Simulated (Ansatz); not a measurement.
Relaxation of CH5BrSeSi (9 atoms, charge 0, multiplicity 1), to a largest force component of 0.02 eV/Å in at most 50 steps.

All numbers below come from RKS BLYP-D4/def2-SVP in Ansatz 0.2.0.

```xyz
9
Properties=species:S:1:pos:R:3
C -0.713 0.774 -0.431
Si -0.116 -0.714 0.405
Se 1.818 -0.216 1.442
Br 0.314 -2.317 -1.130
H -0.931 1.608 0.293
H -1.717 0.597 -0.956
H 0.007 1.172 -1.186
H 1.550 -0.529 2.915
H 2.483 0.208 0.157
```

Q: Where does it end, and by what steps?

A: The forces met the threshold. After 17 steps the energy has fallen by 2.961 eV; H8 moved furthest, 1.02 Å.

| step | energy less start (eV) | largest force component (eV/Å) | accepted |
| --- | --- | --- | --- |
| 0 | 0.0000 | 2.331 | yes |
| 1 | -0.8483 | 1.074 | yes |
| 2 | -1.3498 | 1.146 | yes |
| 3 | -1.8429 | 1.688 | yes |
| 4 | -2.3003 | 1.823 | yes |
| 5 | -2.6996 | 1.221 | yes |
| 6 | -2.8666 | 0.625 | yes |
| 7 | -2.9165 | 0.188 | yes |
| 8 | -2.9130 | 0.538 | no |
| 9 | -2.9380 | 0.080 | yes |
| 10 | -2.9468 | 0.057 | yes |
| 11 | -2.9553 | 0.125 | yes |
| 12 | -2.9576 | 0.201 | yes |
| 13 | -2.9562 | 0.378 | no |
| 14 | -2.9600 | 0.045 | yes |
| 15 | -2.9600 | 0.057 | yes |
| 16 | -2.9598 | 0.113 | no |
| 17 | -2.9607 | 0.008 | yes |

```xyz
9
Properties=species:S:1:pos:R:3
C -0.706 0.730 -0.330
Si -0.689 -1.063 0.421
Se 1.893 -0.750 1.439
Br 0.354 -2.176 -1.401
H -0.843 1.489 0.471
H -1.601 0.790 -0.990
H 0.175 0.997 -0.947
H 1.736 0.354 2.437
H 2.376 0.213 0.407
```

Time of the run: 34 s on 2 threads of Intel(R) Xeon(R) Platinum 8488C (Sapphire Rapids), on a shared host, peak memory 0.19 GiB.
